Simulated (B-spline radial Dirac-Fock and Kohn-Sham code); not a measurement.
Binding energies of Mo⁺

System: the Mo⁺ ion, [Kr] 4d3 5s2 (not the ground configuration); nuclear rms radius 4.4091 fm (A = 98).

Calculated with a B-spline atomic structure program, using ΔSCF Dirac-Fock with Breit, self-energy and vacuum polarisation, finite nucleus, configuration average. The model has no electron correlation. Energies are counted from the vacuum level.

All terms are in eV, carry their sign (relaxation lowers the binding energy) and add up to the binding energy; ⟨r⟩ is the mean radius of the orbital in the initial state.

```tsv
subshell	−ε (Koopmans)	relaxation	Gaunt	retardation	QED	binding energy	⟨r⟩ (bohr)
K	20136.2	-58.09	-39.20	2.91	-18.08	20023.7	0.035
L1	2932.1	-29.75	-3.20	0.15	-2.10	2897.2	0.153
L2	2689.1	-32.69	-5.87	0.64	0.21	2651.4	0.131
L3	2581.8	-31.94	-4.18	0.73	-0.01	2546.4	0.135
M1	544.3	-10.90	-0.37	0.01	-0.38	532.7	0.426
M2	450.3	-11.17	-0.77	0.08	0.04	438.5	0.421
M3	432.0	-10.87	-0.48	0.10	0.01	420.7	0.431
M4	266.8	-11.84	-0.13	0.00	0.04	254.8	0.412
M5	263.3	-11.72	-0.01	0.00	0.03	251.6	0.415
N1	94.05	-2.89	-0.04	0.00	-0.06	91.06	1.103
N2	63.79	-2.65	-0.09	0.01	0.01	61.08	1.205
N3	61.08	-2.54	-0.05	0.01	0.01	58.51	1.233
N4,5	21.27	-1.46	0.01	0.00	0.01	19.83	1.684
O1	14.02	-0.21	0.00	0.00	-0.01	13.80	3.155
```

For the deepest level, K (1s), the Breit terms make up -0.181 % of the binding energy, QED -0.090 % and orbital relaxation -0.290 %.

Spin-orbit splittings: 2p 104.9 eV, 3p 17.76 eV, 3d 3.19 eV, 4p 2.56 eV.
